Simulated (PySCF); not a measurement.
Coordinates in bohr (charge 0 multiplicity 1):
```
Os    0.2117    0.0000   -0.0953
O    -2.7835    0.0000    0.8981
H     0.7362    0.0000    2.7779
H     3.1187    0.0000    1.1257
```

Level of theory: PBE0 in PySCF with Os def2-TZVP with ECP60, O def2-TZVP, H def2-TZVP; scalar-relativistic core potentials, no spin–orbit coupling; density-fitted integrals.

This geometry of H2OsO is a stationary point at this level.

Q: What is the point group?

A: Cs.

Q: Is it a minimum?

A: No: it has 1 imaginary mode, at 569i cm⁻¹ (a'').

Q: List the harmonic modes with their infrared intensities.

A: 
| symmetry | ω (cm⁻¹) | IR (km/mol) | type |
| --- | --- | --- | --- |
| a'' | 569i | – | bend |
| a' | 683 | 105 | bend |
| a' | 919 | 107 | bend |
| a' | 1053 | 94.3 | stretch |
| a' | 2015 | 74.3 | stretch |
| a' | 2430 | 1.6 | stretch |

Q: What are the dipole moment and the gap between the highest occupied and lowest empty levels?

A: 2.25 D and 3.22 eV.

Stability towards spin polarisation was not tested. Only a few start shapes were tried, so a lower isomer may exist. At this level a triplet minimum of Cs symmetry lies 147 kJ/mol below this structure. No spin–orbit coupling is included, which matters more the heavier the element.
